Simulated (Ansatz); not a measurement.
```yaml
crystal:
  periodic: [false, false, false]
  atoms:
    - {symbol: C, position_ang: [0.634270, 1.404187, -1.215200]}
    - {symbol: N, position_ang: [1.234533, 0.869481, -0.080841]}
    - {symbol: Ga, position_ang: [-0.010262, -0.656246, 0.861051]}
    - {symbol: C, position_ang: [0.023697, -1.961923, -0.587006]}
    - {symbol: C, position_ang: [-1.621953, 0.357894, 1.242550]}
    - {symbol: H, position_ang: [1.232273, 2.272659, -1.715055]}
    - {symbol: H, position_ang: [0.503406, 0.600502, -1.833208]}
    - {symbol: H, position_ang: [-0.369858, 1.806887, -1.095413]}
    - {symbol: H, position_ang: [1.110758, 1.560731, 0.640495]}
    - {symbol: H, position_ang: [2.092521, 0.554886, -0.008041]}
    - {symbol: H, position_ang: [0.727235, -0.980030, 2.091972]}
    - {symbol: H, position_ang: [-0.454936, -2.990170, -0.209090]}
    - {symbol: H, position_ang: [1.186807, -2.358866, -0.819380]}
    - {symbol: H, position_ang: [-0.547828, -1.722309, -1.504865]}
    - {symbol: H, position_ang: [-2.180102, 0.594265, 0.395288]}
    - {symbol: H, position_ang: [-2.367132, -0.236406, 1.827735]}
    - {symbol: H, position_ang: [-1.614382, 1.172645, 1.804178]}
basis:
  gaussian: {orbitals: def2-mTZVPP}
total_charge: -3
magnetization: {spin_polarized: true, initial_magnetization: 1}
hamiltonian: {xc: {name: B97M-V}}
scf: {lower_state_search: off}
output: {forces: true}
```

```sh
$ ansatz run in.yaml --threads 8 --pin off --events-out ev --progress --plain --max-ram 18278MiB
```

Shortened log:

```
Functional definition: B97M-V
1777 factors; their error is unknown
mean field evaluation 1: about -57133.5214 eV, gradient 4.0e1 eV
mean field evaluation 2: about -57094.6362 eV, gradient 8.8e1 eV
mean field evaluation 4: about -57139.1721 eV, gradient 2.3e1 eV
mean field evaluation 8: about -57144.0927 eV, gradient 6.8e0 eV
mean field evaluation 16: about -57144.7937 eV, gradient 4.5e-1 eV
mean field evaluation 32: about -57144.7512 eV, gradient 1.1e-3 eV
mean field -57144.75115882 eV, -2100.0308709829 hartree, gradient 8.5e-6 eV, S^2 1.335235; 0 other end points of the search recorded, 0 dependent functions left out
reference -57144.75123498 eV, -2100.0308737819 hartree; 36, 35 occupied and 141, 142 virtual orbitals, 1777 factors
Total energy: -57144.75123498 eV, -2100.0308737819 hartree
Atom 0 at     0.634270     1.404187    -1.215200 Å, force     1.426340     3.222582    -2.147938 eV/Å
Atom 1 at     1.234533     0.869481    -0.080841 Å, force    -6.430621     1.455550     1.965509 eV/Å
Atom 2 at    -0.010262    -0.656246     0.861051 Å, force    -0.068244     0.254549     0.005771 eV/Å
Atom 3 at     0.023697    -1.961923    -0.587006 Å, force     1.259884    -4.053870    -0.410346 eV/Å
Atom 4 at    -1.621953     0.357894     1.242550 Å, force    -1.269908    -3.482907    -0.072348 eV/Å
Atom 5 at     1.232273     2.272659    -1.715055 Å, force    -1.054281    -1.401882     0.417210 eV/Å
Atom 6 at     0.503406     0.600502    -1.833208 Å, force    -0.108697    -1.832850    -2.585765 eV/Å
Atom 7 at    -0.369858     1.806887    -1.095413 Å, force     0.106257     0.190368     0.947034 eV/Å
Atom 8 at     1.110758     1.560731     0.640495 Å, force     0.188929     0.914635     1.424499 eV/Å
Atom 9 at     2.092521     0.554886    -0.008041 Å, force     6.011911    -2.025360    -0.503098 eV/Å
Atom 10 at     0.727235    -0.980030     2.091972 Å, force     1.389205    -0.654392     1.945524 eV/Å
Atom 11 at    -0.454936    -2.990170    -0.209090 Å, force     0.727939     2.173960    -0.678056 eV/Å
Atom 12 at     1.186807    -2.358866    -0.819380 Å, force    -2.366829     0.948616    -0.152378 eV/Å
Atom 13 at    -0.547828    -1.722309    -1.504865 Å, force     0.420686    -0.061868    -0.157402 eV/Å
Atom 14 at    -2.180102     0.594265     0.395288 Å, force    -1.005733     0.653246    -1.668240 eV/Å
Atom 15 at    -2.367132    -0.236406     1.827735 Å, force     0.423806    -0.235192    -0.410016 eV/Å
Atom 16 at    -1.614382     1.172645     1.804178 Å, force     0.349357     3.934814     2.080039 eV/Å
Dipole moment:     0.052145    -0.049967    -0.577753 e Å
Checks for a lower state left out: stability, starts, cluster_reference, orbital_swaps, neighbouring_geometries, increment
```

In this input the charge is far from anything that the molecule holds. The run converged. The result belongs to that input, not to the molecule as meant.
